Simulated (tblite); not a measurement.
Species: C5H11OP.
Atom-mapped SMILES: `[CH2:1]=[CH:2][PH:3][CH2:4][CH2:5][O:6][CH3:7]` (hydrogens: H8, H9 on C1; H10 on C2; H11 on P3; H12, H13 on C4; H14, H15 on C5; H16, H17, H18 on C7)

Structure used (GFN2-xTB), in Å, numbered top down from 1:
```xyz
18
C5H11OP angstrom
C      3.5349    0.3832    0.3803
C      2.5351    0.5879   -0.4617
P      0.8067    0.9061    0.0175
C      0.0822   -0.5859   -0.8544
C     -1.4156   -0.5284   -0.6026
O     -1.5601   -0.0208    0.7035
C     -2.8889    0.2228    1.0788
H      3.3760    0.3377    1.4462
H      4.5523    0.2569    0.0449
H      2.7266    0.6561   -1.5271
H      0.9144    0.3216    1.2773
H      0.3039   -0.5354   -1.9224
H      0.5185   -1.4993   -0.4465
H     -1.9019    0.1495   -1.3202
H     -1.8911   -1.5176   -0.6901
H     -3.3711    0.9333    0.3964
H     -3.4713   -0.7068    1.0890
H     -2.8595    0.6453    2.0809
```

Level: GFN2-xTB in tblite, geometry and Hessian alike; calculated harmonic values, unscaled, isolated species. The method is semi-empirical: single wavenumbers can be off by several per cent or more. Modes of hydrogen on phosphorus can be 10 to 20 % off. One conformer, not necessarily the lowest.

Harmonic wavenumbers (cm⁻¹): 54.9, 66.7, 85.6, 100.2, 169.2, 205.0, 223.8, 316.1, 361.6, 499.7, 545.3, 695.1, 717.9, 720.6, 865.9, 871.2, 890.7, 974.6, 997.0, 1012.7, 1023.3, 1058.1, 1122.6, 1131.2, 1137.3, 1181.7, 1201.7, 1241.4, 1250.2, 1339.2, 1401.8, 1405.5, 1437.9, 1467.3, 1486.8, 1495.6, 1658.6, 2312.0, 2844.3, 2879.3, 2900.5, 2923.0, 2961.9, 2968.1, 3019.3, 3032.1, 3078.3, 3100.9.

A = 5952, B = 971.5, C = 897.7 MHz; mass 118.055 u (most abundant isotopes); point group C1, symmetry number 1.

Problem. Zero-point energy?

Solution. ½Σν̃ = 32217 cm⁻¹ = 92.11 kcal/mol.

Problem. What is S at 298.15 K and 1 bar for an ideal gas of classical rigid rotors and harmonic oscillators?

Solution. Translation 40.24, rotation 28.52, vibration 28.43: S = 97.2 cal/(mol K).

Problem. And Cp and H(298.15 K) − H(0)?

Solution. Cp = 35.02 cal/(mol K), of which vibrations give 27.07 (their classical limit is 48 R = 95.4); H(298.15 K) − H(0) = 6.66 kcal/mol without the zero-point energy, 4.29 from vibrations.

Problem. Blend soft modes into free rotors: weight 1/[1 + (100 cm⁻¹/ν̃)⁴] for the oscillator and the rest for a rotor with moment μB/(μ + B), μ = h/(8π²ν), B = 10⁻⁴⁴ kg m². What vibrational entropy results?

Solution. 25.74 cal/(mol K) in place of 28.43, which changes −T·S at 298.15 K by +0.80 kcal/mol.

Problem. Which modes carry the vibrational entropy at 298.15 K?

Solution. 54.9 cm⁻¹: 4.63; 66.7 cm⁻¹: 4.25; 85.6 cm⁻¹: 3.76; 100.2 cm⁻¹: 3.45; 169.2 cm⁻¹: 2.44; 205.0 cm⁻¹: 2.09 cal/(mol K); the other 42 give 7.81 together.

Hindered rotation and anharmonicity are outside this model. Other conformers, if any are populated, would add a mixing term that is left out. The structure is chiral; the term R ln 2 for an equal mix with its mirror image is left out.
